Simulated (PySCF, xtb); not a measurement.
Ga(OH) (GaHO), SMILES [Ga][OH] (connectivity only; charge and spin as stated), neutral, multiplicity 1.

xtb with GFN2-xTB at its own geometry gives an orbital gap of 7.00 eV and a dipole moment of 0.90 D.

Coordinates come from a PBE-D3(BJ)/def2-TZVP optimisation. A frequency run showed that this geometry is not a minimum.

Task: What does PBE/def2-TZVPD run with PySCF give? (Estimate from the structure and the level; the computed values follow.)

Result: gap 4.98 eV (levels -6.60 and -1.62 eV), dipole 0.05 D.
